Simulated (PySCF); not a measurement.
```xyz
6
charge 0 multiplicity 5, angstrom
Pt    0.1401    0.0433   -0.0405
S    -1.9724   -0.1404   -0.5160
O     0.1200   -0.0296    1.9858
O     1.9870   -0.1553   -0.6330
H    -0.7758   -0.1306    2.3464
H     2.5315   -0.8216   -0.1919
```

These are results of PySCF, UPBE0, basis Pt def2-SVP with ECP60, S def2-SVP, O def2-SVP, H def2-SVP (scalar-relativistic core potentials, no spin–orbit coupling, density fitting), not measurements.

This geometry of PtS(OH)2 is a stationary point at this level.

(1) What is the point group?

(2) Is it a minimum?

(3) What are the dipole moment and the gap between the highest occupied and lowest empty levels of either spin?

(4) Give the ideal-gas entropy at 298.15 K and 1 bar by parts.

(5) What is the atomisation energy, with and without zero-point energy?

## Answers

(1) C1.

(2) Yes: all harmonic wavenumbers are real, though the softest, 50 cm⁻¹, leaves little margin.

(3) 1.75 D and 1.84 eV.

(4) translation 178.3, rotation 112.5, vibration 70.6, spin 13.4; total 374.7 J/(mol K).

(5) 1574 kJ/mol without, 1505 kJ/mol with.

Only a few start shapes were tried, so a lower isomer may exist. With open d or f shells other occupations or spin states may lie lower. With an element this heavy the missing spin–orbit coupling can shift these numbers.
